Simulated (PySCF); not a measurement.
**NMR data sheet: C$_{9}$H$_{7}$N**

```yaml
Formula: C9H7N
SMILES: N#Cc1ccc2c(c1)CC2
InChI: InChI=1S/C9H7N/c10-6-7-1-2-8-3-4-9(8)5-7/h1-2,5H,3-4H2
Point_group_of_the_computed_structure: Cs
Degrees_of_unsaturation: 7
Carbon_signals: 9
Proton_signals: 5
```

Bonds (- single, = double, # triple, : aromatic): N1#C2, C2-C3, C3:C4, C4:C5, C5:C6, C6:C7, C7:C8, C7-C9, C9-C10, C8:C3, C10-C6. C4 carries H11; C5 carries H12; C8 carries H13; C9 carries H14, H15; C10 carries H16, H17.

Theory: GFN2-xTB geometry, shieldings: GIAO PBE0/pcSseg-1, in PySCF 2.14.0 with density-fitted response routines (non-relativistic, rapidly exchanging positions averaged, single conformer, no solvent).

Scale: $^{1}$H (σref 31.72) and $^{13}$C (σref 186.93) against TMS; $^{15}$N (σref 267.73) against NH3 (reference shieldings calculated alike).

| carbon | δC, type | δH (multiplicity) | HMBC from (2–3 bonds) | span of the C tensor (ppm) |
| --- | --- | --- | --- | --- |
| C2 | 125.3, C | – | H11, H13 | 355 |
| C3 | 115.7, C | – | H11, H13, H12 | 205 |
| C4 | 139.2, CH | 7.88 (d) | H13, H12 | 235 |
| C5 | 128.2, CH | 7.45 (d) | H11, H16/H17 | 215 |
| C6 | 156.5, C | – | H11, H13, H12, H16/H17, H14/H15 | 239 |
| C7 | 152.0, C | – | H13, H12, H16/H17, H14/H15 | 234 |
| C8 | 132.9, CH | 7.64 (s) | H11, H14/H15 | 211 |
| C9 | 30.6, CH2 | 3.33 (m) | H13, H16/H17 | 18 |
| C10 | 31.2, CH2 | 3.34 (m) | H12, H14/H15 | 17 |

Other nuclei:
```
atoms   nucleus       environment  δ (ppm)  σ (ppm)
   N1  $^{15}$N  nitrile nitrogen    313.2    -45.4
```

- Carbon types of the structure: 4 × C, 3 × CH, 2 × CH2, which accounts for all hydrogens.
- δC 156.5, 152.0, 115.7: substituted aromatic carbon.
- δC 139.2, 132.9, 128.2: aromatic CH; the aromatic region.
- δC 125.3: nitrile carbon; C≡N carbons fall here, among the sp2 signals but without a proton.
- δC 31.2, 30.6: sp3 CH2 on an aromatic ring; aliphatic region, no heteroatom directly attached.
- δH 7.88, 7.64, 7.45: hydrogen on an aromatic CH; the ring current deshields protons in the ring plane.

Shifts are as computed. Against solution values, carbons near 30 ppm lie about +3 ppm off and those near 130 ppm about +5 ppm. Of 1211 compounds with measured shifts, 218 miss one by over three times the rms of a fit or turn the order of signals round; such compounds aren't used in these exercises. Experimental scales use liquid or dissolved standards, which lie at an offset from isolated NH3 (liquid NH3: subtract about 20 ppm). Unscaled 15N shifts of sp2 nitrogen come out 20 to 40 ppm too high even then. No couplings were computed; multiplicities are counted from neighbouring protons, with m where these are inequivalent, close in shift, in a saturated or five-membered ring or joined by F or P, and br s for small geminal =CH2 splittings.
